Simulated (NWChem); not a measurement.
System: AgH$_{3}$SO; SMILES [SH][Ag]<-[OH2]

NWChem input:

```
start job
memory heap 200 mb stack 900 mb global 1100 mb
geometry units angstroms noautoz
  Ag    -0.053084    -0.317371     0.008149
  S      0.158006     1.977192     0.025390
  H     -1.187054     2.190050    -0.072836
  O     -0.154667    -2.555512    -0.004585
  H      0.274238    -2.927198     0.790409
  H      0.354258    -2.921148    -0.753850
end
basis spherical
  * library def2-svp
end
ecp
  Ag library def2-ecp
end
dft
  xc m05-2x
  iterations 150
  mulliken
end
task dft energy
```

Parts of the log:

```
             Northwest Computational Chemistry Package (NWChem) 7.3.0
             --------------------------------------------------------

 C1  symmetry detected

                             Geometry "geometry" -> ""
                             -------------------------

 Output coordinates in angstroms (scale by  1.889725989 to convert to a.u.)

  No.       Tag          Charge          X              Y              Z
 ---- ---------------- ---------- -------------- -------------- --------------
    1 Ag                  47.0000    -0.01802139    -0.21881089     0.00114996
    2 S                   16.0000     0.07508040     2.08362243    -0.00175788
    3 H                    1.0000    -1.28267539     2.22662065     0.01216985
    4 O                    8.0000    -0.00467858    -2.45925173    -0.00063448
    5 H                    1.0000     0.50743961    -2.80414383     0.75627360
    6 H                    1.0000     0.45838332    -2.80231014    -0.78928966

 Effective nuclear repulsion energy (a.u.)     323.2626254116

                                 NWChem DFT Module
                                 -----------------

 Summary of "ao basis" -> "ao basis" (spherical)
 ------------------------------------------------------------------------------
       Tag                 Description            Shells   Functions and Types
 ---------------- ------------------------------  ------  ---------------------
 Ag                         def2-svp                11       31   5s3p2d1f
 S                          def2-svp                 8       18   4s3p1d
 H                          def2-svp                 3        5   2s1p
 O                          def2-svp                 6       14   3s2p1d

            General Information
            -------------------
          SCF calculation type: DFT
          Wavefunction type:  closed shell.
          No. of atoms     :     6
          No. of electrons :    46
           Alpha electrons :    23
            Beta electrons :    23
          Charge           :     0
          Spin multiplicity:     1
          Use of symmetry is: off; symmetry adaption is: off
          Maximum number of iterations: 150
          AO basis - number of functions:    78
                     number of shells:    34
          Convergence on energy requested:  1.00D-06
          Convergence on density requested:  1.00D-05
          Convergence on gradient requested:  5.00D-04

              XC Information
              --------------
                       M05-2X Method XC Functional
                     Hartree-Fock (Exact) Exchange  0.560
                M05-2X metaGGA Exchange Functional  0.440
                      M05-2X Correlation Potential  1.000

             Grid Information
             ----------------
          Grid used for XC integration:  medium
          Radial quadrature: Mura-Knowles
          Angular quadrature: Lebedev.
          Tag              B.-S. Rad. Rad. Pts. Rad. Cut. Ang. Pts.
          ---              ---------- --------- --------- ---------
          Ag                  1.60      123           9.0       590
          S                   1.00       88          12.0       590
          H                   0.35       45          13.0       434
          O                   0.60       49          12.0       434
          Grid pruning is: on
          Number of quadrature shells:   395
          Spatial weights used:  Erf1

      Superposition of Atomic Density Guess
      -------------------------------------

 Sum of atomic energies:        -641.19284933

      Non-variational initial energy
      ------------------------------

 Total energy =    -619.786606
 1-e energy   =   -1213.657286
 2-e energy   =     442.578209
 HOMO         =      -0.310593
 LUMO         =      -0.089111

     ---------------------------------------------
      Total Density - Mulliken Population Analysis
     ---------------------------------------------

    Atom       Charge   Shell Charges
 -----------   ------   -------------------------------------------------------
    1 Ag  19    18.95  -0.49  1.67  0.82  0.66  0.13  5.98  0.13  0.08  9.33  0.64  0.00
    2 S   16    16.47   2.00  1.99  1.21  0.63  5.94  1.78  2.89  0.03
    3 H    1     0.79   0.57  0.19  0.03
    4 O    8     8.51   1.99  1.08  0.60  2.97  1.86  0.00
    5 H    1     0.65   0.52  0.07  0.06
    6 H    1     0.65   0.52  0.07  0.06

   convergence    iter        energy       DeltaE   RMS-Dens  Diis-err
 ---------------- ----- ----------------- --------- --------- ---------
 d= 0,ls=0.0,diis     1   -621.8437537504 -7.73D+02  1.49D-02  7.08D-01
 d= 0,ls=0.0,diis     2   -621.8565587680 -1.28D-02  8.04D-03  8.34D-01
 d= 0,ls=0.0,diis     3   -621.9396093791 -8.31D-02  1.20D-03  6.28D-03
 d= 0,ls=0.0,diis     4   -621.9404551328 -8.46D-04  5.34D-04  1.08D-03
 d= 0,ls=0.0,diis     5   -621.9406346791 -1.80D-04  1.55D-04  8.96D-05
  Resetting Diis
 d= 0,ls=0.0,diis     6   -621.9406543347 -1.97D-05  6.80D-05  5.60D-06
 d= 0,ls=0.0,diis     7   -621.9406565519 -2.22D-06  2.24D-05  1.47D-06
 d= 0,ls=0.0,diis     8   -621.9406567043 -1.52D-07  9.06D-06  1.46D-06

         Total DFT energy =     -621.940656704341
      One electron energy =    -1218.969677369744
           Coulomb energy =      495.190844586589
    Exchange-Corr. energy =      -49.454294690008
 Nuclear repulsion energy =      151.292470768821

 Numeric. integr. density =       45.999988739217

                       DFT Final Molecular Orbital Analysis
                       ------------------------------------

 Vector   21  Occ=2.000000D+00  E=-3.702815D-01
              MO Center= -4.9D-02,  1.3D+00,  2.3D-04, r^2= 2.8D+00
   Bfn.  Coefficient  Atom+Function         Bfn.  Coefficient  Atom+Function
  ----- ------------  ---------------      ----- ------------  ---------------
    15      0.435058  1 Ag d -2              19     -0.295154  1 Ag d  2
    50      0.294439  3 H  s                 42     -0.290522  2 S  px
    39     -0.281944  2 S  px                35     -0.261506  2 S  s
    34     -0.216747  2 S  s                 51      0.172186  3 H  s
    36     -0.162813  2 S  px                33      0.159512  2 S  s

 Vector   22  Occ=2.000000D+00  E=-2.768295D-01
              MO Center=  1.5D-02,  1.4D+00, -8.1D-04, r^2= 2.7D+00
   Bfn.  Coefficient  Atom+Function         Bfn.  Coefficient  Atom+Function
  ----- ------------  ---------------      ----- ------------  ---------------
    43      0.496838  2 S  py                 4     -0.406015  1 Ag s
    40      0.349312  2 S  py                 2      0.248372  1 Ag s
    19     -0.221041  1 Ag d  2              37      0.201962  2 S  py
    17     -0.135968  1 Ag d  0               3      0.124848  1 Ag s
     1     -0.119956  1 Ag s                  5     -0.106287  1 Ag s

 Vector   23  Occ=2.000000D+00  E=-2.462130D-01
              MO Center=  4.7D-02,  1.9D+00, -1.2D-03, r^2= 2.0D+00
   Bfn.  Coefficient  Atom+Function         Bfn.  Coefficient  Atom+Function
  ----- ------------  ---------------      ----- ------------  ---------------
    44      0.637088  2 S  pz                41      0.427152  2 S  pz
    38      0.244651  2 S  pz                16     -0.213317  1 Ag d -1
    14      0.131787  1 Ag pz                 8     -0.064416  1 Ag pz
    11      0.057026  1 Ag pz                75      0.029403  6 H  s
    70     -0.028577  5 H  s

 Vector   24  Occ=0.000000D+00  E=-1.166046D-02
              MO Center=  4.1D-01, -1.4D+00, -1.3D-02, r^2= 6.0D+00
   Bfn.  Coefficient  Atom+Function         Bfn.  Coefficient  Atom+Function
  ----- ------------  ---------------      ----- ------------  ---------------
     5      0.770714  1 Ag s                 57     -0.546485  4 O  s
    13     -0.374954  1 Ag py                43      0.264055  2 S  py
    70      0.226924  5 H  s                 75      0.227009  6 H  s
    19     -0.195645  1 Ag d  2              56     -0.188668  4 O  s
     2     -0.151341  1 Ag s                 40      0.136615  2 S  py

 Vector   25  Occ=0.000000D+00  E= 4.008301D-02
              MO Center= -5.0D-01, -2.9D-01, -4.4D-03, r^2= 7.6D+00
   Bfn.  Coefficient  Atom+Function         Bfn.  Coefficient  Atom+Function
  ----- ------------  ---------------      ----- ------------  ---------------
    12      0.956369  1 Ag px                 5     -0.256211  1 Ag s
    51      0.230329  3 H  s                  6     -0.168116  1 Ag px
    43     -0.140635  2 S  py                 9      0.139719  1 Ag px
    13     -0.136320  1 Ag py                58     -0.103241  4 O  px
    61     -0.087135  4 O  px                50      0.081565  3 H  s

 Vector   26  Occ=0.000000D+00  E= 4.477511D-02
              MO Center=  2.6D-02, -4.0D-01,  2.1D-02, r^2= 8.1D+00
   Bfn.  Coefficient  Atom+Function         Bfn.  Coefficient  Atom+Function
  ----- ------------  ---------------      ----- ------------  ---------------
    14      0.928483  1 Ag pz                44     -0.294956  2 S  pz
    75     -0.167484  6 H  s                 70      0.162761  5 H  s
     8     -0.155742  1 Ag pz                63     -0.130375  4 O  pz
    11      0.126090  1 Ag pz                41     -0.120716  2 S  pz
    60     -0.119543  4 O  pz                38     -0.071795  2 S  pz

     ---------------------------------------------
      Total Density - Mulliken Population Analysis
     ---------------------------------------------

    Atom       Charge   Shell Charges
 -----------   ------   -------------------------------------------------------
    1 Ag  19    18.91  -0.49  1.68  0.80  0.57  0.12  5.96  0.18  0.16  8.92  1.01  0.00
    2 S   16    16.33   2.00  1.98  1.22  0.63  5.93  1.78  2.75  0.04
    3 H    1     0.94   0.70  0.22  0.03
    4 O    8     8.27   1.99  1.05  0.63  2.88  1.71  0.01
    5 H    1     0.77   0.66  0.05  0.07
    6 H    1     0.77   0.66  0.05  0.07

[...]
```

Level: M05-2X/def2-SVP with def2 effective core potentials on Ag. Coordinates come from a PBE-D3(BJ)/def2-SVP optimisation. def2 effective core potentials on Ag; no spin-orbit coupling.
